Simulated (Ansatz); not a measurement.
Z-matrix (Å, degrees):
```
C
C 1 1.333
H 1 1.084 2 121.3
H 1 1.084 2 121.8 3 178.8
H 2 1.085 1 121.7 3 179.6
H 2 1.086 1 121.1 3 2.2
F 3 2.788 1 103.6 2 52.0
Sn 7 1.951 3 81.2 1 31.6
F 8 1.950 7 95.5 3 59.5
```

Total charge 0; spin multiplicity 1. Sn takes the def2 core potential. The bonds changed during the relaxation, so this is another structure than the one it started from.

Problem. List the B3LYP/def2-TZVPP orbital energies in eV (Ansatz). (Estimate.)

Solution. The calculation gave: Occupied: -669.72, -669.72, -277.90, -277.87, -139.12, -94.09, -93.91, -93.84, -30.59, -30.40, -28.23, -28.17, -28.01, -27.99, -27.32, -21.92, -16.79, -13.86, -13.33, -12.52, -10.84, -10.70, -10.46, -10.26, -9.91, -9.68, -9.03, -7.68. Lowest empty: -2.09, -1.22, -0.39, 0.21, 1.16, 2.06, 2.16, 2.52.

B3LYP here is the variant with VWN-RPA as its local correlation; programs differ in this.
